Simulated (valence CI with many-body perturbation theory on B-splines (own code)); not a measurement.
Ce43+: what the settings do

Calculated by configuration interaction combined with many-body perturbation theory (CI+MBPT): five valence electrons over a frozen Dirac-Fock core [Ne], a basis of 6 s, 6 p, 5 d, 3 f, 1 g functions for each j, with the one-electron correlation potential Σ1 (screened to all orders), the two-electron term Σ2, the three-electron term Σ3, Breit, model QED; selected single and double excitations, second order for the rest, scaled by the run's own slope (own B-spline code, finite nucleus).

The last digits are not significant, and no measured levels were compared; by estimate large intervals hold to a few tenths of a per cent, small ones and those within an open d or f shell to about a per cent. Among the levels kept, up to 700 cm⁻¹ of a level comes from second order outside the variational space, and about a tenth of that is noise between levels of different J, which matters for small intervals.

The reference run has the lowest level (3s^2 3p1/2^2 3p3/2) J=3/2 and an ionisation energy of 3367.95 eV. Its largest variational space holds 10000 state functions.

Levels are named by their leading jj configuration (3d3/2^4 stands for four electrons in 3d with j = 3/2), which in mixed levels can hold well under half, so a name can repeat and another be missing. Letters in brackets count levels of one name in rising energy.

Changed runs:
A. size limit of the variational space 10000 → 6000; scale of Σ1 1 → 0; scale of Σ2 1 → 0; three-electron term on → off
B. factor on the speed of light 1 → 10; QED terms on → off
C. scale of Σ1 1 → 0
D. box radius (bohr) 1.9156 → 0.29 (bad on purpose)

Excitation energies of the reference run in cm⁻¹, and shifts in cm⁻¹:

```tsv
Level	Reference	A	C
(3s^2 3p1/2 3p3/2^2) J=3/2	822585	-1844	-769
(3s^2 3p1/2 3p3/2^2) J=5/2	894892	-1370	-776
(3s^2 3p1/2 3p3/2^2) J=1/2	984279	-773	-783
(3s^2 3p1/2^2 3d3/2) J=3/2	1347850	+4360	+1635
(3s^2 3p1/2^2 3d5/2) J=5/2	1596280	+3352	+950
(3s 3p1/2^2 3p3/2^2) J=5/2	1809180	+1597	+991
(3s^2 3p3/2^3) J=3/2	1817450	-2648	-1539
(3s 3p1/2^2 3p3/2^2) J=1/2	1966410	+1254	+963
(3s 3p1/2^2 3p3/2^2) J=3/2	1970380	+1885	+965
(3s^2 3p1/2 3p3/2 3d3/2) J=5/2 [a]	2163440	+2537	+869
(3s^2 3p1/2 3p3/2 3d3/2) J=3/2 [a]	2174750	+2727	+874
(3s^2 3p1/2 3p3/2 3d3/2) J=1/2 [a]	2178350	+2541	+864
Ionisation energy (eV)	3367.95	-0.55	-0.91
```

Run B ends with another lowest level, (3s^2 3p1/2 3p3/2^2) J=3/2, and an ionisation energy of 3350.63 eV.

Run D: It gave no result. The program said: "need at least one array to concatenate".
